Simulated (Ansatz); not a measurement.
Ligand exchange: AlH(CH3)(SH) + CH4S2Zn → Al(CH3)(SH)2 + CH4SZn

Species: AlH(CH3)(SH), singlet; CH4S2Zn `C[S][Zn][SH]`, singlet; Al(CH3)(SH)2, singlet; CH4SZn `C[S][ZnH]`, singlet. The partners trade H for SH: Al–H and Zn–SH bonds give way to Al–SH and Zn–H.

Shapes, held fixed at every level: PBE0-D4/def2-TZVP. Flexible molecules stand in one conformer, not always the lowest. Programs: Ansatz 0.2.0. Electronic energies: no zero-point or thermal term.

**Question.** Estimate ΔE of this reaction.

**Answer.** wB97M-V/def2-TZVPP gives ΔE = -22.5 kJ/mol; the levels span -23.9 to -10.9. The median of the levels is -22.2. No measured value is set beside it here. Relativity is left out for Zn. Times are processor times on shared x86 and Arm servers, and rough.

```json
{"level": "HF/def2-TZVPP", "kind": "Hartree–Fock", "ΔE (kJ/mol)": "-10.9", "CPU time (sum over the molecules)": "–"}
{"level": "PBE-D4/def2-TZVPP", "kind": "GGA", "ΔE (kJ/mol)": "-23.5", "CPU time (sum over the molecules)": "27 s"}
{"level": "r2SCAN-D4/def2-TZVPP", "kind": "meta-GGA", "ΔE (kJ/mol)": "-23.9", "CPU time (sum over the molecules)": "49 s"}
{"level": "B3LYP-D4/def2-TZVPP", "kind": "global hybrid", "ΔE (kJ/mol)": "-22.0", "CPU time (sum over the molecules)": "50 s"}
{"level": "PBE0-D4/def2-TZVPP", "kind": "global hybrid", "ΔE (kJ/mol)": "-22.2", "CPU time (sum over the molecules)": "32 s"}
{"level": "wB97X-V/def2-TZVPP", "kind": "range-separated hybrid", "ΔE (kJ/mol)": "-20.4", "CPU time (sum over the molecules)": "82 s"}
{"level": "wB97M-V/def2-TZVPP", "kind": "range-separated hybrid", "ΔE (kJ/mol)": "-22.5", "CPU time (sum over the molecules)": "2 min"}
```
